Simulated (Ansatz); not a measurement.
A series at Ge: from `[GeH3][GeH2][SiH2][GeH2][GeH3]`, ligands are replaced one by one, each step taking up H₂ and setting free GeH₄; n counts the steps. Ansatz, PBE0-D4/def2-TZVP geometries. Each molecule was computed in one conformer, which needn't be the lowest.

| n | molecule | HOMO energy, ωB97M-V/def2-TZVPP (eV) |
| --- | --- | --- |
| 0 | `[GeH3][GeH2][SiH2][GeH2][GeH3]` | -9.70 |
| 1 | `[GeH3][SiH2][GeH2][GeH3]` | ? |
| 2 | `[GeH3][SiH2][GeH3]` | -9.91 |
| 3 | `[SiH3][GeH3]` | -10.34 |
| 4 | SiH₄ | -12.14 |

**Question.** By hand: fit a straight line y = ȳ + b (n − n̄) to the 4 given rows and predict n = 1.

**Answer.** n̄ = 2.250, ȳ = -10.523; Σ(n − n̄)(y − ȳ) = -4.698, Σ(n − n̄)² = 8.750, so b = -0.537 eV a step. Prediction: -10.523 + (-0.537) × (-1.250) = -9.85 eV.

**Question.** By hand: compare with the computed value, -9.73 eV, and give the steps along the whole series.

**Answer.** The line misses by 0.12 eV (computed minus predicted). Steps: -0.03, -0.18, -0.43, -1.80 eV.

One step carries most of the change, so a line is a poor guide. The highest orbital can change its character along such a series. The miss is 4.9 % of the series' range.
